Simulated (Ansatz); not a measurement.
A run for Ansatz (an electronic-structure program): R-PBE/def2-TZVPPD on I3Tl (SMILES [I][Tl]([I])[I]). Elements past Kr take the def2 small-core potentials; no spin–orbit coupling. The basis file is the Basis Set Exchange's JSON of that set.

Ansatz 0.2 input:
```yaml
crystal:
  periodic: [false, false, false]
  atoms:
    - {symbol: Tl, position_ang: [0.00002517, -0.00000000, 0.00000000]}
    - {symbol: I, position_ang: [2.72979371, 0.00000000, -0.00000000]}
    - {symbol: I, position_ang: [-1.36490944, 2.36402069, -0.00000000]}
    - {symbol: I, position_ang: [-1.36490944, -2.36402069, -0.00000000]}
basis:
  gaussian:
    orbitals: def2-TZVPPD.json
hamiltonian:
  xc: {name: PBE}
scf: {lower_state_search: off}
```

Program output:

```
WARN ansatz: RAYON_NUM_THREADS=4 ignored (pool sized by the plan → 4); use --threads N
Functional definition: PBE
these checks for a lower state are left out or cut short: stability, starts, cluster_reference, orbital_swaps, neighbouring_geometries, increment
integrals: 0.23 GiB planned
1680 factors; their error is unknown
mean field: 1.28 GiB planned
mean field evaluation 1: about -29000.4858 eV, gradient 1.7e1 eV
mean field evaluation 2: about -28999.6466 eV, gradient 2.5e1 eV
mean field evaluation 4: about -29001.2653 eV, gradient 1.7e0 eV
mean field evaluation 8: about -29001.2471 eV, gradient 2.2e-2 eV
mean field evaluation 16: about -29001.2471 eV, gradient 1.2e-5 eV
mean field -29001.24713461 eV, -1065.7761744456 hartree, gradient 3.3e-6 eV, S^2 0.000000; 0 other end points of the search recorded, 0 dependent functions left out
reference -29001.24718747 eV, -1065.7761763883 hartree; 48, 48 occupied and 185, 185 virtual orbitals, 1680 factors
Total energy: -29001.24718747 eV, -1065.7761763883 hartree
Checks for a lower state left out: stability, starts, cluster_reference, orbital_swaps, neighbouring_geometries, increment
```

The calculation finished and met its thresholds.

Cost: around 4 core-seconds (rough).
